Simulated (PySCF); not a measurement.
Computed structure and properties of [PbCl3(H2O)]+

System: [PbCl3(H2O)]+ (singlet); start: template (Cs). Method: PySCF 2.14.0, RKS PBE0, Pb def2-SVP with ECP60, Cl def2-SVP, O def2-SVP, H def2-SVP; non-relativistic Hamiltonian with scalar-relativistic core potentials where named; density fitting; no spin-orbit coupling.

Input of the relaxation:

```python
mol = gto.M(atom='''
Pb    -0.07355     0.07355    -0.07355
Cl     1.29025     1.43735     1.29025
Cl    -1.43735    -1.29025     1.29025
Cl     1.29025    -1.29025    -1.43735
O     -1.33215     1.33215    -1.33215
H     -1.67285     2.21725    -1.12835
H     -1.67285     1.12835    -2.21725''',
    basis={'Pb': 'def2-SVP', 'Cl': 'def2-SVP', 'O': 'def2-SVP', 'H': 'def2-SVP'},
    ecp={'Pb': 'def2-SVP'},
    charge=1, spin=0)
mf = dft.RKS(mol, xc='PBE0')
mf.grids.atom_grid = (50, 194)
mf = mf.density_fit()  # fitting sets: Pb def2-universal-JKFIT, Cl def2-universal-JKFIT, O def2-universal-JKFIT, H def2-universal-JKFIT
mf.conv_tol = 1e-08; mf.max_cycle = 55
mf.kernel(dm0)  # dm0: converged density of the start geometry
# quasi-Newton relaxation in Cartesian coordinates to a largest gradient under 0.00045 Eh/bohr, steps kept in the point group
```

Run from Python with OMP_NUM_THREADS=2; the lines above give its settings. Where DIIS fails, smearing, a level shift and second-order steps follow.
It took 2.1 min on 2 threads of Intel(R) Xeon(R) Processor @ 2.50GHz (Skylake/Cascade Lake) (shared host), from the converged density of the start.

Course of the relaxation:

| step | energy above end (eV) | largest force component within the symmetry (eV/Å) |
| --- | --- | --- |
| 0 | 0.4260 | 1.234 |
| 1 | 0.1915 | 0.711 |
| 2 | 0.0600 | 0.291 |
| 3 | 0.0225 | 0.172 |
| 4 | 0.0060 | 0.095 |
| 5 | 0.0019 | 0.069 |
| 6 | 0.0006 | 0.046 |
| 7 | 0.0001 | 0.028 |
| 8 | 0.0001 | 0.029 |
| 9 | 0.0001 | 0.035 |
| 10 | 0.0001 | 0.028 |
| 11 | 0.0000 | 0.009 |

Relaxed geometry (Cs):

```xyz
7

Pb    0.0608   -0.1022    0.1022
Cl    1.1346    1.7161    1.1926
Cl   -1.6296   -1.2813    1.2813
Cl    1.1346   -1.1926   -1.7161
O    -1.2857    1.2443   -1.2443
H    -1.5114    2.1689   -1.0550
H    -1.5114    1.0550   -2.1689
```

```tsv
contact	Å
Pb1–Cl2 (Cl)	2.377
Pb1–Cl3 (Cl)	2.375
Pb1–Cl4 (Cl)	2.377
Pb1–O5 (H2O)	2.332
```

On the finer grid (75, 302):

```
HOMO                                                          : -14.21 eV
LUMO                                                          : -9.83 eV
Dipole about the centre of mass                               : 5.04 D
Set of Mulliken populations of Pb1 outside the core potential : s 3.34, p 7.37, d 10.28
D3(BJ) dispersion energy (not in the energies)                : -0.203 eV
```

```
atom  Mulliken (e)  Löwdin (e)  spin (e)
 Pb1          1.01        0.37      0.00
 Cl2         -0.09        0.10      0.00
 Cl3         -0.07        0.11      0.00
 Cl4         -0.09        0.10      0.00
  O5         -0.28        0.02      0.00
  H6          0.26        0.15      0.00
  H7          0.26        0.15      0.00
```

On the grid (50, 194), as all that follows. Harmonic modes: a minimum within the noise of the softest modes; lowest 18 cm⁻¹ (negative: unstable), highest 3877 cm⁻¹, zero-point energy 0.738 eV.

Taking off one Cl (charge -1, singlet; the rest: singlet) in vacuum, both parts rigid, costs 15.22 eV; the small basis without counterpoise inflates it. Most of it is the attraction of opposite charges; other ways to part are cheaper, and one spin state was tried for the rest.

Rigid scan of Cl along the line from its metal:

(distance to Cl2 (Å), energy (eV)): (2.08, 1.048), (2.18, 0.401), (2.28, 0.086), (2.38, 0.000), (2.48, 0.064), (2.58, 0.225), (2.78, 0.695), (3.08, 1.477), (3.48, 2.344), (3.98, 3.055)

Taking off one H2O (charge 0, singlet; the rest: singlet) in vacuum, both parts rigid, costs 1.80 eV; the small basis without counterpoise inflates it.

Rigid scan of H2O along the line from its metal:

(distance to O5 (Å), energy (eV)): (2.03, 0.510), (2.13, 0.191), (2.23, 0.040), (2.33, 0.000), (2.43, 0.028), (2.53, 0.098), (2.73, 0.295), (3.03, 0.609), (3.43, 0.949), (3.93, 1.236)

One start shape was tried, so this needn't be the lowest isomer.
